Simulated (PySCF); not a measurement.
A geometry optimisation, step by step.

W(CH)(NH2)3, CH₇N₃W (singlet state).
Bonds: W1–C2, W1–N4, W1–N7, W1–N10. Hydrogens: H3 on C2; H5, H6 on N4; H8, H9 on N7; H11, H12 on N10.

Computed by this run: PBE0-D3(BJ)/def2-SVP geometry optimisation, gas phase, def2 core potentials past Kr in PySCF; density fitting, grid level 1; the optimiser is geomeTRIC in internal coordinates, started from a GFN2-xTB structure with every atom displaced at random (about 0.03 Å). The frame can shift and turn from step to step; on so coarse a grid that alone can change the energy by a few meV, and forces under 0.02 eV/Å are noise.

Step 0: E = -7436.3369 eV, largest atomic force 6.695 eV/Å
```
atom  x, y, z in Å  |  force x, y, z in eV/Å
W1      0.061   -0.077    0.035   -0.423   2.649   4.280
C2     -0.010   -0.003    1.873    0.459  -0.458  -5.602
H3     -0.050    0.009    2.934   -0.052   0.060   1.283
N4      2.027   -0.020   -0.422   -5.937  -0.307  -3.080
H5      2.209   -0.055   -1.429    0.580   0.021   0.460
H6      2.754   -0.019    0.161    4.069   0.011   2.740
N7     -0.915    1.675   -0.412    0.955  -1.619   1.552
H8     -1.307    2.430    0.150    0.245  -0.490   0.414
H9     -1.096    1.946   -1.341   -0.143   0.178  -1.838
N10    -0.996   -1.668   -0.363    0.489   0.327  -1.408
H11    -1.166   -1.927   -1.350    0.109   0.145   0.496
H12    -1.396   -2.374    0.214   -0.350  -0.518   0.704
```

Step 1: E = -7436.9547 eV, largest atomic force 3.605 eV/Å
```
atom  x, y, z in Å  |  force x, y, z in eV/Å
W1      0.030   -0.023    0.037   -0.125  -0.230  -3.448
C2      0.004    0.025    1.720    0.132   0.013   3.603
H3     -0.011    0.034    2.811   -0.004   0.028   0.051
N4      1.927   -0.008   -0.422    0.000  -0.130  -0.045
H5      2.260   -0.047   -1.382    0.110   0.009   0.009
H6      2.685   -0.013    0.238    0.398   0.014   0.070
N7     -0.892    1.617   -0.411   -0.367   0.676   0.040
H8     -1.233    2.292    0.265   -0.051   0.029  -0.164
H9     -1.098    1.920   -1.360    0.024   0.002   0.013
N10    -0.998   -1.630   -0.363   -0.153  -0.545  -0.357
H11    -1.173   -1.911   -1.331    0.051   0.071   0.115
H12    -1.386   -2.339    0.248   -0.016   0.064   0.113
```

Step 2: E = -7437.0649 eV, largest atomic force 1.506 eV/Å
```
atom  x, y, z in Å  |  force x, y, z in eV/Å
W1      0.014   -0.010    0.023   -0.094  -0.227   1.485
C2      0.022    0.017    1.795    0.031  -0.037  -1.305
H3      0.028    0.018    2.892   -0.002   0.017  -0.144
N4      1.923   -0.018   -0.431    0.249  -0.083   0.363
H5      2.293   -0.055   -1.377   -0.028   0.011  -0.123
H6      2.694   -0.026    0.237   -0.207   0.013  -0.213
N7     -0.915    1.645   -0.429   -0.091   0.160  -0.151
H8     -1.269    2.326    0.233   -0.051   0.068  -0.055
H9     -1.110    1.940   -1.388    0.042  -0.042   0.186
N10    -1.002   -1.643   -0.389    0.091  -0.049  -0.015
H11    -1.174   -1.932   -1.351    0.006   0.023  -0.045
H12    -1.388   -2.345    0.237    0.054   0.147   0.016
```

Step 3: E = -7437.0925 eV, largest atomic force 0.391 eV/Å
```
atom  x, y, z in Å  |  force x, y, z in eV/Å
W1      0.013   -0.014    0.037   -0.093   0.380   0.017
C2      0.023    0.007    1.782    0.013  -0.053  -0.120
H3      0.030    0.008    2.875   -0.002   0.017  -0.014
N4      1.929   -0.029   -0.416   -0.149  -0.072   0.134
H5      2.268   -0.063   -1.375    0.016   0.011  -0.003
H6      2.709   -0.041    0.233   -0.032   0.007  -0.082
N7     -0.926    1.662   -0.418    0.135  -0.241   0.040
H8     -1.299    2.365    0.210    0.008  -0.029   0.056
H9     -1.104    1.944   -1.380    0.028  -0.035  -0.026
N10    -0.990   -1.646   -0.388    0.062  -0.063  -0.046
H11    -1.161   -1.935   -1.350    0.011   0.029   0.003
H12    -1.377   -2.341    0.242    0.004   0.049   0.041
```

Step 4: E = -7437.0969 eV, largest atomic force 0.153 eV/Å
```
atom  x, y, z in Å  |  force x, y, z in eV/Å
W1      0.010   -0.006    0.036    0.029  -0.024  -0.047
C2      0.019    0.009    1.776   -0.005  -0.015   0.115
H3      0.026    0.012    2.868   -0.001   0.010   0.028
N4      1.918   -0.031   -0.411   -0.023  -0.043  -0.037
H5      2.248   -0.064   -1.374    0.032   0.013   0.018
H6      2.702   -0.045    0.230    0.052   0.005  -0.009
N7     -0.920    1.654   -0.416   -0.072   0.135   0.008
H8     -1.295    2.353    0.216   -0.001  -0.011   0.004
H9     -1.093    1.936   -1.378    0.003   0.005  -0.048
N10    -0.982   -1.641   -0.390    0.001  -0.097  -0.073
H11    -1.149   -1.932   -1.353   -0.002   0.010   0.017
H12    -1.369   -2.329    0.245   -0.013   0.011   0.025
```

Step 5: E = -7437.0983 eV, largest atomic force 0.043 eV/Å
```
atom  x, y, z in Å  |  force x, y, z in eV/Å
W1      0.009   -0.005    0.037   -0.011  -0.007  -0.041
C2      0.018    0.009    1.779   -0.004  -0.008   0.037
H3      0.023    0.013    2.872    0.000   0.006   0.002
N4      1.918   -0.034   -0.412   -0.010  -0.031   0.007
H5      2.253   -0.064   -1.373    0.000   0.011  -0.003
H6      2.704   -0.048    0.228    0.013   0.005  -0.004
N7     -0.922    1.660   -0.417   -0.010   0.021   0.006
H8     -1.298    2.355    0.218   -0.004  -0.001  -0.008
H9     -1.093    1.942   -1.381    0.005   0.001   0.003
N10    -0.980   -1.644   -0.392    0.029  -0.023  -0.015
H11    -1.148   -1.937   -1.353   -0.001   0.010   0.002
H12    -1.368   -2.329    0.246   -0.007   0.016   0.012
```

Step 6: E = -7437.0986 eV, largest atomic force 0.032 eV/Å
```
atom  x, y, z in Å  |  force x, y, z in eV/Å
W1      0.008   -0.005    0.037   -0.007   0.028   0.013
C2      0.015    0.008    1.781   -0.003  -0.004  -0.013
H3      0.018    0.014    2.874    0.000   0.003  -0.004
N4      1.918   -0.038   -0.411    0.001  -0.018   0.007
H5      2.249   -0.063   -1.373    0.000   0.007  -0.003
H6      2.707   -0.051    0.225   -0.002   0.004  -0.004
N7     -0.922    1.662   -0.417    0.009  -0.016  -0.002
H8     -1.302    2.357    0.216   -0.003   0.000  -0.001
H9     -1.088    1.945   -1.381    0.003   0.001   0.006
N10    -0.975   -1.646   -0.393    0.014  -0.016   0.004
H11    -1.145   -1.939   -1.354   -0.004   0.002  -0.003
H12    -1.367   -2.326    0.248   -0.006   0.009   0.000
```

Step 7: E = -7437.0987 eV, largest atomic force under 0.02 eV/Å
```
atom  x, y, z in Å  |  force x, y, z in eV/Å
W1      0.009   -0.004    0.038    0.004  -0.004   0.001
C2      0.012    0.007    1.781   -0.002   0.002  -0.007
H3      0.014    0.015    2.874   -0.001  -0.001  -0.002
N4      1.918   -0.040   -0.409   -0.004  -0.006  -0.001
H5      2.248   -0.060   -1.373   -0.002   0.004   0.001
H6      2.709   -0.052    0.225   -0.003   0.003   0.003
N7     -0.921    1.662   -0.417    0.006  -0.009  -0.002
H8     -1.304    2.356    0.214   -0.002   0.001   0.000
H9     -1.083    1.945   -1.382    0.000   0.002   0.002
N10    -0.973   -1.647   -0.394    0.012   0.006   0.009
H11    -1.143   -1.941   -1.354   -0.003   0.000  -0.001
H12    -1.369   -2.323    0.249   -0.006   0.001  -0.004
```

Problem. Summarise the path.

Solution. The energy falls by 0.7619 eV from step 0 to step 7; nine tenths of that is first reached at step 2. It falls at every step. The largest force goes from 6.695 to under 0.02 eV/Å. Among the bonds W1–C2 changes most, from 1.841 to 1.743 Å; the atoms move by 0.075 Å rms after alignment.

Problem. Follow the three bonds and two angles with the largest change from start to end.

Solution. 
```
step  E above end (eV)  largest force (eV/Å)  W1–C2 (Å)  W1–N7 (Å)  N4–H6 (Å)  W1–N4–H5 (°)  H5–N4–H6 (°)
   0            0.7619                 6.695      1.841      2.055      0.931         113.2         118.5
   1            0.1440                 3.605      1.684      1.933      1.006         122.7         111.9
   2            0.0338                 1.506      1.773      1.951      1.020         124.8         109.5
   3            0.0062                 0.391      1.745      1.974      1.015         122.7         110.3
   4            0.0018                 0.153      1.740      1.956      1.013         122.1         110.3
   5            0.0004                 0.043      1.742      1.961      1.013         122.4         109.9
   6            0.0001                 0.032      1.743      1.962      1.014         122.2         109.8
   7            0.0000            under 0.02      1.743      1.962      1.014         122.1         109.8
```

The cost below is that of the whole optimisation. The run took 61 s of wall time on an AMD EPYC 7R43 with one thread, shared host with 256 logical CPUs at a one-minute load of 68, and the process peaked at 0.49 GiB of memory.
